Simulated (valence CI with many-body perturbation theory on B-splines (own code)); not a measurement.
Values are calculated unless marked as measured or tabulated.
**Ladder of approximations for In33+**

Level of theory: configuration interaction combined with many-body perturbation theory (CI+MBPT): six valence electrons over a frozen Dirac-Fock core [Ne], radial functions for each j: 9 s, 9 p, 8 d, 6 f, 3 g, 1 h, with the one-electron correlation potential Σ1 (screened to all orders), the two-electron term Σ2, the three-electron term Σ3, Breit, model QED; selected single and double excitations, second order for the rest, scaled by the run's own slope (own B-spline code, finite nucleus).

No measured spectrum was set against this ion. As an estimate, large intervals hold to a few tenths of a per cent, small ones and those within an open d or f shell to about a per cent. Among the levels kept, up to 1600 cm⁻¹ of a level comes from second order outside the variational space, and about a tenth of that is noise between levels of different J, which matters for small intervals.

Each rung adds one term. CI alone is the Dirac-Coulomb CI over the frozen core; QED comes last and gives the full result, which names the levels. Energies are above (3s^2 3p1/2^2 3p3/2^2) J=2 on the same rung, in eV.

Levels are named by their leading jj configuration (3d3/2^4 stands for four electrons in 3d with j = 3/2), which in mixed levels can hold well under half, so a name can repeat and another be missing. Letters in brackets count levels of one name in rising energy.

| Level | CI alone | Σ1 | Σ2 | Σ3 | Breit | QED | Full |
| --- | --- | --- | --- | --- | --- | --- | --- |
| (3s^2 3p1/2^2 3p3/2^2) J=0 | 10.89 | +0.002 | -0.018 | -0.042 | +0.078 | -0.011 | 10.90 |
| (3s^2 3p1/2 3p3/2^3) J=1 | 47.50 | +0.062 | +0.082 | +0.006 | -0.675 | +0.082 | 47.06 |
| (3s^2 3p1/2 3p3/2^3) J=2 | 53.90 | +0.063 | +0.043 | -0.019 | -0.782 | +0.089 | 53.29 |
| (3s^2 3p3/2^4) J=0 | 106.03 | +0.124 | +0.110 | -0.035 | -1.383 | +0.161 | 105.01 |
| (3s^2 3p1/2^2 3p3/2 3d3/2) J=2 [a] | 134.90 | -0.155 | -0.148 | -0.010 | -0.279 | -0.318 | 133.99 |
| (3s^2 3p1/2^2 3p3/2 3d3/2) J=1 | 137.28 | -0.163 | -0.191 | -0.051 | -0.286 | -0.224 | 136.37 |
| (3s^2 3p1/2^2 3p3/2 3d3/2) J=2 [b] | 139.94 | -0.139 | -0.166 | -0.003 | -0.391 | -0.344 | 138.89 |
| (3s^2 3p1/2^2 3p3/2 3d3/2) J=3 | 140.80 | -0.164 | -0.250 | -0.135 | -0.528 | -0.106 | 139.62 |
| (3s^2 3p1/2^2 3p3/2 3d3/2) J=0 | 140.53 | -0.170 | -0.231 | -0.119 | -0.241 | -0.120 | 139.65 |
| (3s^2 3p1/2^2 3p3/2 3d5/2) J=4 | 150.60 | -0.115 | -0.244 | -0.137 | -0.933 | -0.078 | 149.10 |
| (3s 3p1/2^2 3p3/2^3) J=1 | 158.37 | -0.121 | -0.226 | +0.010 | -0.385 | -0.446 | 157.20 |
| (3s^2 3p1/2^2 3p3/2 3d5/2) J=2 | 160.09 | -0.117 | -0.322 | -0.103 | -0.677 | -0.241 | 158.63 |
| (3s^2 3p1/2^2 3p3/2 3d5/2) J=3 | 164.41 | -0.125 | -0.375 | -0.224 | -0.801 | -0.079 | 162.81 |
| (3s^2 3p1/2^2 3p3/2 3d5/2) J=1 | 172.41 | -0.115 | -0.331 | -0.233 | -0.715 | -0.132 | 170.88 |
| (3s^2 3p1/2 3p3/2^2 3d3/2) J=0 | 179.04 | -0.106 | -0.091 | -0.034 | -0.927 | -0.162 | 177.72 |
| (3s^2 3p1/2 3p3/2^2 3d3/2) J=2 [a] | 180.49 | -0.112 | -0.197 | -0.089 | -1.089 | -0.027 | 178.98 |
| (3s^2 3p1/2 3p3/2^2 3d3/2) J=1 [a] | 180.59 | -0.111 | -0.183 | -0.074 | -0.927 | -0.121 | 179.17 |
| (3s^2 3p1/2 3p3/2^2 3d3/2) J=3 [a] | 184.52 | -0.106 | -0.193 | -0.108 | -1.294 | -0.020 | 182.80 |
| (3s^2 3p1/2 3p3/2^2 3d5/2) J=0 [a] | 187.67 | -0.065 | -0.043 | +0.050 | -1.093 | -0.320 | 186.20 |
| (3s^2 3p1/2 3p3/2^2 3d3/2) J=4 | 190.77 | -0.101 | -0.184 | -0.146 | -1.436 | -0.016 | 188.89 |
| (3s^2 3p1/2 3p3/2^2 3d5/2) J=3 [a] | 191.16 | -0.059 | -0.191 | -0.093 | -1.512 | +0.006 | 189.31 |
| (3s^2 3p1/2 3p3/2^2 3d5/2) J=1 [a] | 192.54 | -0.061 | -0.135 | -0.023 | -1.268 | -0.197 | 190.86 |
| (3s^2 3p1/2 3p3/2^2 3d5/2) J=4 [a] | 193.62 | -0.064 | -0.183 | -0.139 | -1.501 | 0.000 | 191.74 |
| (3s^2 3p1/2 3p3/2^2 3d3/2) J=2 [b] | 197.45 | -0.106 | -0.272 | -0.179 | -1.129 | -0.034 | 195.73 |
| (3s^2 3p1/2 3p3/2^2 3d5/2) J=4 [b] | 199.82 | -0.057 | -0.195 | -0.144 | -1.721 | +0.007 | 197.71 |
| (3s^2 3p1/2 3p3/2^2 3d5/2) J=5 | 202.29 | -0.054 | -0.168 | -0.171 | -1.847 | +0.003 | 200.05 |
| (3s^2 3p1/2 3p3/2^2 3d3/2) J=1 [b] | 208.43 | -0.086 | -0.551 | -0.197 | -1.124 | -0.118 | 206.35 |
| (3s^2 3p1/2 3p3/2^2 3d3/2) J=2 [c] | 210.38 | -0.102 | -0.714 | -0.283 | -1.069 | -0.113 | 208.10 |
| (3s^2 3p1/2 3p3/2^2 3d3/2) J=3 [b] | 210.64 | -0.106 | -0.689 | -0.338 | -1.221 | -0.028 | 208.26 |
| (3s^2 3p1/2 3p3/2^2 3d5/2) J=2 [a] | 212.13 | -0.057 | -0.239 | -0.227 | -1.365 | -0.001 | 210.24 |
| (3s^2 3p1/2 3p3/2^2 3d5/2) J=0 [b] | 213.69 | -0.063 | -0.280 | -0.136 | -1.308 | -0.161 | 211.74 |

The middle columns are the shifts that each term adds.

Q: How does the ionisation energy move along the ladder, and which term matters most?

A: CI alone 2116.1, + Σ1 2116.9, + Σ2 2117.0, + Σ3 2116.4, + Breit 2115.2, + QED 2115.2 eV. The largest step is Breit, -1.2 eV. NIST lists 2111 ± 3 eV (semi-empirical).
